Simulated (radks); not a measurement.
Values are calculated unless marked as measured or tabulated.
Q: Code: a radial shooting solver on a logarithmic mesh with Libxc functionals. Model: scalar-relativistic Kohn-Sham, LDA (Slater exchange, VWN5 correlation), spin-unpolarised, spherical densities, finite nucleus; Fermi nuclear charge, rms radius of each element as measured or else 0.836 A^(1/3) + 0.57 fm. Response by self-consistent Sternheimer equations with the Hartree and adiabatic LDA kernel, the relativistic mass of each level held fixed and spin-orbit coupling left out. Rank Ga+, Se4+, Rb7+, Zn, Sr8+, Br5+, Kr6+, As3+, Ge2+ (NIST ground configurations) by static dipole polarisability, largest first.

A: Zn 36.15, Ga+ 16.70, Ge2+ 9.851, As3+ 6.521, Se4+ 4.624, Br5+ 3.434, Kr6+ 2.637, Rb7+ 2.077, Sr8+ 1.670 bohr^3.
